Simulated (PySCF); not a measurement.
**Cl⁺: ionisation energy**

Cl⁺ [Ne] 3s2 3p4 (3P) → Cl²⁺ [Ne] 3s2 3p3 (4S), as a difference of total energies. Computed with PySCF 2.14 in x2c-QZVPPall with one added diffuse shell each of s, p, d, f type (10s7p5d3f1g, 86 functions), with the spin-free X2C one-electron Hamiltonian (Gaussian nucleus). Correlated levels: valence: [Ne] frozen; valence and next inner shell: 1s2 frozen. The calculations carry no spin-orbit coupling.

Question: Order these methods by the ionisation energy they give, lowest first.
A. SCS-MP2 (valence)
B. LC-wPBE
C. MP2 (valence)
D. UHF

Answer: D (22.578 eV), C (23.473 eV), A (23.581 eV), B (23.978 eV).

Errors of the correlated levels include the incompleteness of this basis and the frozen core.

For comparison: 23.771 eV (measured; NIST levels, between the centres of gravity of the two terms).
